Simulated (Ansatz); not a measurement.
Abridged output of a molecular run in Ansatz:

```
Functional definition: HF
  name "HF"
  cite "Fock, Z. Phys. 61, 126 (1930) doi:10.1007/BF01340294"
  parent pbe
  exchange = exact_x
  correlation = 0
1743 factors; integrals over basis functions are off by at most 1.1e-3 eV
mean field evaluation 1: about -26168.5091 eV, gradient 2.8e1 eV
mean field evaluation 2: about -26168.7736 eV, gradient 2.8e1 eV
mean field evaluation 4: about -26171.6361 eV, gradient 4.5e0 eV
mean field evaluation 8: about -26171.7118 eV, gradient 3.0e-1 eV
mean field -26171.71229051 eV, -961.7926868523 hartree, gradient 9.8e-6 eV, S^2 0.000000; 0 other end points of the search recorded, 0 dependent functions left out
17 core orbitals not correlated: weight in the atoms' cores, before any rotation towards them, 1.000 or more for the frozen orbitals, at most 0.000 for the correlated occupied ones
reference -26171.71229051 eV, -961.7926868523 hartree; 15, 15 occupied and 268, 268 virtual orbitals, 1743 factors
second order -20.48692559 eV of doubles, -0.00000000 eV of singles
cycle   1  -21.56510449 eV  change    -1.1e0 eV  update   1.1e-1
cycle   2  -22.21007076 eV  change   -6.4e-1 eV  update   3.6e-2
cycle   3  -22.34620656 eV  change   -1.4e-1 eV  update   1.9e-2
cycle   4  -22.33592252 eV  change    1.0e-2 eV  update   4.6e-3
cycle   5  -22.33299949 eV  change    2.9e-3 eV  update   2.1e-3
cycle   6  -22.33332544 eV  change   -3.3e-4 eV  update   6.1e-4
cycle   7  -22.33302786 eV  change    3.0e-4 eV  update   2.4e-4
cycle   8  -22.33292651 eV  change    1.0e-4 eV  update   7.8e-5
cycle   9  -22.33295581 eV  change   -2.9e-5 eV  update   3.5e-5
perturbative correction -0.76829541 eV, -0.0282343357 hartree
Total energy: -26194.81354173 eV, -962.6416421761 hartree
```

Its atoms:

```xyz
13

F    -2.059    1.587   -0.906
C    -0.952    1.089   -0.187
Al   -1.490    0.444    1.603
Si   -0.053   -0.203   -1.242
Si    1.876   -0.930   -0.122
H    -0.243    1.922   -0.056
H    -0.321    0.072    2.609
H    -3.020    0.304    1.976
H     0.308    0.364   -2.571
H    -0.948   -1.373   -1.468
H     2.736   -1.705   -1.056
H     1.515   -1.802    1.028
H     2.651    0.232    0.391
```

Which basis set was used?
A. def2-SVPD
B. def2-TZVPP
C. def2-QZVPP
D. cc-pV(Q+d)Z

B. It gives 300 functions.

Write the keys of the input that set method, charge and spin (a neutral closed shell needs none for the last two).


```yaml
correlation: {method: ccsd_t}
```
